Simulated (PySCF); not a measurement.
C3H8Si2, SMILES [SiH2]1C(=C)C[SiH2]1. Atoms are numbered in the order given.

```xyz
13

C     -1.5144     1.7162     0.4668
C     -0.6734     0.8310    -0.0908
C      0.8090     1.0662    -0.3826
Si     1.4197    -0.6447     0.2649
Si    -0.8209    -1.0583    -0.2768
H     -2.5429     1.4483     0.7273
H     -1.2042     2.7444     0.6912
H      1.2258     1.9888     0.0537
H      0.9857     1.0940    -1.4750
H      1.6713    -0.6110     1.7325
H      2.5873    -1.2584    -0.4288
H     -1.8050    -1.7558     0.5958
H     -1.0283    -1.4892    -1.6905
```

The structure is a stationary point at TPSSh-D3(BJ)/def2-SVP. This is a generated structure with no PubChem entry under its InChIKey; it may be hypothetical.

These are PBE0/pcSseg-1 (PySCF) values and carry that method's errors.

GIAO shieldings, no solvent; atoms listed in one row are averaged. δ = σ(ref) − σ: ¹³C against TMS (σ = 186.3 ppm); ²⁹Si against TMS (σ = 352.7 ppm); ¹H against TMS (σ = 31.56 ppm), references at their B3LYP-D3(BJ)/def2-TZVP geometries, non-relativistic.

```tsv
nucleus	atoms	count	δ (ppm)
¹³C	C2	1	157.0
¹³C	C1	1	134.8
¹³C	C3	1	32.3
²⁹Si	Si5	1	-52.0
²⁹Si	Si4	1	-68.9
¹H	H7	1	6.25
¹H	H6	1	5.93
¹H	H13	1	5.01
¹H	H12	1	4.81
¹H	H11	1	4.56
¹H	H10	1	4.32
¹H	H9	1	2.74
¹H	H8	1	2.62
```
